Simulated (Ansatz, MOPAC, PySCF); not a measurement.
Pair of molecules: CH3NO (SMILES NC=O) (first 6 atoms) with H2Se (SMILES [SeH2]); geometry from B3LYP-D3(BJ)/def2-TZVP, rigid monomers moved along the line of their centres of mass till H4···Se7 is 3.76 Å.
(charge 0, multiplicity 1):
```xyz
9

N     -1.094    -0.417     0.195
C      0.175    -0.314    -0.258
O      1.157    -0.190     0.445
H     -1.268    -0.385     1.191
H     -1.865    -0.510    -0.443
H      0.241    -0.356    -1.360
Se     0.152     0.094     4.644
H     -0.273    -0.614     5.865
H      0.937    -1.054     4.177
```

Monomers are frozen at their geometry in the pair; levels with a basis set take the counterpoise correction. Rows marked so take none.

Rows in 6-31G* carry no dispersion term and start afresh at each structure (6-31G* with six Cartesian d functions); the Pople sets are all-electron and without relativity. The state that PM3 reach isn't checked.

Programs: Ansatz (Gaussian basis) for Hartree–Fock, density functionals and correlated methods; MOPAC for PM3 (differences of heats of formation); PySCF for 6-31G* rows, the dispersion terms. 

Task: One of these levels gives -3.4 kJ/mol for the interaction energy. Which one is it?
(A) B3LYP-D4/def2-TZVPPD
(B) BP86/6-31G* (no counterpoise)
(C) PM3

Result: C, PM3. The others give -6.4 (BP86/6-31G* (no counterpoise)), -8.2 (B3LYP-D4/def2-TZVPPD)

Ansatz is a program for electronic structure.
